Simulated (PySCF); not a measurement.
Job for PySCF: R-HF/3-21G on CH5NSn (SMILES [CH3][Sn][NH2]), a point of a bond scan (R = 2.728 Å).

```python
from pyscf import gto, scf, dft, mp
from pyscf.data.elements import chemcore

mol = gto.M(
    atom='''
    Sn   -0.21022964   -0.00431139    0.35481240
    C     0.84464248    1.52169881   -0.85795269
    H     0.79413401    2.50952072   -0.39962444
    H     0.39648323    1.57259830   -1.85320643
    H     1.89426564    1.23930290   -0.96980639
    N     0.23482637   -1.48863841   -0.95978615
    H     1.66446846   -1.15833753   -3.25908987
    H    -0.04936391   -2.44927177   -0.84038326
    ''',
    basis='3-21g',
    charge=0, spin=0, verbose=3, max_memory=1800)
mf = scf.RHF(mol)
mf.conv_tol = 1e-8
mf.max_cycle = 100
mf.kernel()
if not mf.converged:
    mf = mf.newton().run(mf.mo_coeff, mf.mo_occ)
```

The log:

```
converged SCF energy = -6090.70554517556
```

The calculation finished and met its thresholds.

Cost: about 1.0 core-seconds (a rough figure).
